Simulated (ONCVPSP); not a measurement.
## What one change does to a pseudopotential (niobium, ONCV)

```
Element                 : niobium
Generator               : ONCVPSP 4.0.1
Type                    : optimised norm-conserving Vanderbilt (ONCV)
Functional              : PBE
Relativity              : non-relativistic
Frozen core             : [Ar] 3d10
Valence charge          : 13
Reference configuration : 4s2 4p6 4d4 5s0.5 5p0.5
Partial waves           : 4s+5s: rc 1.60 bohr, ncon 3, nbas 8, qcut 7.4 1/bohr, 2 projectors; 4p+5p: rc 1.75 bohr, ncon 3, nbas 6, qcut 6.6 1/bohr, 2 projectors; 4d: rc 2.15 bohr, ncon 5, nbas 9, qcut 6 1/bohr, 2 projectors, debl 1.3 Ha
Local potential         : polynomial inside 1.20 bohr (lpopt 5, dvloc0 6 Ha)
Core correction         : none
```

All-electron outer shells of the reference configuration (PBE, non-relativistic, ld1.x):

| shell | level (eV) | outermost node (bohr) | outermost maximum (bohr) |
| --- | --- | --- | --- |
| 3p | -342.52 | 0.17 | 0.40 |
| 3d | -200.03 | – | 0.33 |
| 4s | -55.99 | 0.55 | 1.06 |
| 4p | -34.54 | 0.55 | 1.13 |
| 5s | -4.12 | 1.44 | 3.15 |
| 4d | -3.81 | 0.55 | 1.47 |
| 5p | -1.42 | 1.64 | 4.26 |

Change: scalar-relativistic.

Cutoffs: the cutoffs (Ha) at which the residual kinetic energy of the hardest occupied pseudo-wave falls to 1 and 0.1 mHa per electron; they do not see the model core or the augmentation charge, which bear on the density cutoff. Errors are all-electron minus pseudo energies relative to the spin-unpolarised reference configuration.

Problem. What does the change do?

Solution. The potential gets neither clearly harder nor softer (19 Ha and 23 Ha → 19 Ha and 23 Ha); of the 4 tests that both files solve, the error grows in 2 and shrinks in 0 by more than 15 % and 0.3 meV (median size 0.1 → 0.7 meV); neither file shows a bound ghost.

```tsv
quantity	base	changed
cutoff, loose	19 Ha	19 Ha
cutoff, tight	23 Ha	23 Ha
loose cutoff by channel	s 19 Ha, p 10 Ha, d 15 Ha	s 19 Ha, p 11 Ha, d 14 Ha
bound ghosts	none	none
GHOST(+) flags under 300 eV	s at 266.0 eV	none
error for 4s2 4p6 4d4 5s1 5p0, meV [ΔE -1.33 → -1.45 eV]	0.0	+0.2
error for 4s2 4p6 4d4 5s0 5p0, meV [ΔE 4.98 → 5.18 eV]	-0.1	-1.1
error for 4s2 4p6 4d3 5s0 5p0, meV [ΔE 19.22 eV]	+0.5	-0.3
error for 4s2 4p6 4d3 5s1 5p1, meV [ΔE 1.75 → 1.34 eV]	0.0	+1.5
s: phases at 1.62 bohr within 0.05 rad from the reference energy up to (Ha; the scan ends near 5)	to the end of the scan	to the end of the scan
p: phases at 1.77 bohr within 0.05 rad from the reference energy up to (Ha; the scan ends near 5)	to the end of the scan	to the end of the scan
d: phases at 2.18 bohr within 0.05 rad from the reference energy up to (Ha; the scan ends near 5)	to the end of the scan	to the end of the scan
```
